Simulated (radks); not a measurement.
Coulomb parameter of the 4f shell of the neodymium ion Nd+ in the model configuration [Xe] 4f2 6s1 6p2, as a second difference U = [E(n + 1) + E(n - 1) - 2 E(n)] / (1)^2 with all orbitals relaxed. "Bare": the charge of the atom changes with n. "Screened": the 6p shell takes up the change at fixed total charge, which measures U(4f,4f) + U(6p,6p) - 2 U(4f,6p). Calculated with a radial shooting solver on a logarithmic mesh with Libxc functionals: scalar-relativistic Kohn-Sham, PBE, spin-unpolarised, spherical densities, finite nucleus; Fermi nuclear charge, rms radius 4.9123 fm.

| case | configuration | E - E(n) (eV) |
|---|---|---|
| start | [Xe] 4f2 6s1 6p2 | 0.000 |
| bare +1 | [Xe] 4f3 6s1 6p2 | -18.696 |
| bare -1 | [Xe] 4f1 6s1 6p2 | 35.657 |
| screened +1 | [Xe] 4f3 6s1 6p1 | -14.044 |
| screened -1 | [Xe] 4f1 6s1 6p3 | 23.627 |

U(bare) = 16.962 eV, U(screened by 6p) = 9.583 eV, against the Slater integral F0(4f,4f) = 27.620 eV with frozen orbitals.
